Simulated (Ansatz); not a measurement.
C$_{3}$H$_{9}$Al, charge +1, doublet, at a GFN2-xTB geometry (such geometries of metal compounds can be far from the true shape) (a state made from the parent by changing its charge; the spin is typed, not shown lowest); Ansatz (an electronic-structure program) with R2SCAN/cc-pVDZ.

Ansatz was given this input:
Ansatz 0.2 input:
```yaml
crystal:
  periodic: [false, false, false]
  atoms:
    - {symbol: Al, position_ang: [-0.11017492, -0.11753443, -0.00666433]}
    - {symbol: C, position_ang: [-1.50958297, -1.50084963, -0.15485164]}
    - {symbol: H, position_ang: [-1.72462217, -1.73358950, -1.20610585]}
    - {symbol: H, position_ang: [-2.45001779, -1.17124687, 0.30532003]}
    - {symbol: H, position_ang: [-1.19763804, -2.42823588, 0.34418998]}
    - {symbol: C, position_ang: [0.07074410, 1.67849991, -0.95581859]}
    - {symbol: H, position_ang: [1.08028348, 1.76611445, -1.36618107]}
    - {symbol: H, position_ang: [-0.10898743, 2.47585386, -0.23090264]}
    - {symbol: H, position_ang: [-0.67564031, 1.71304257, -1.75118105]}
    - {symbol: C, position_ang: [1.58527878, -0.02234132, 1.12024899]}
    - {symbol: H, position_ang: [1.64310521, 0.95865353, 1.59990056]}
    - {symbol: H, position_ang: [2.44785174, -0.16889424, 0.46535812]}
    - {symbol: H, position_ang: [1.53929993, -0.81560399, 1.86876561]}
basis:
  gaussian:
    orbitals: cc-pVDZ
hamiltonian:
  xc: r2scan
total_charge: 1
magnetization: {spin_polarized: true, initial_magnetization: 1}
```

Task: Write the output that Ansatz gives for this input, abridged.

Result: 
```
Functional definition: r2SCAN
1315 factors; their error is unknown
mean field evaluation 1: about -9824.2642 eV, gradient 6.2e1 eV
mean field evaluation 2: about -9812.2336 eV, gradient 6.9e1 eV
mean field evaluation 4: about -9843.4483 eV, gradient 5.1e0 eV
mean field evaluation 8: about -9843.5851 eV, gradient 2.4e-1 eV
mean field evaluation 16: about -9843.5399 eV, gradient 1.7e-3 eV
mean field evaluation 32: about -9843.3462 eV, gradient 1.7e0 eV
mean field -9843.53988678 eV, -361.7434186482 hartree, gradient 3.5e-5 eV, S^2 0.760301; 3 other end points of the search recorded, 0 dependent functions left out
reference -9843.53990037 eV, -361.7434191476 hartree; 20, 19 occupied and 85, 86 virtual orbitals, 1315 factors
Total energy: -9843.53990037 eV, -361.7434191476 hartree
```
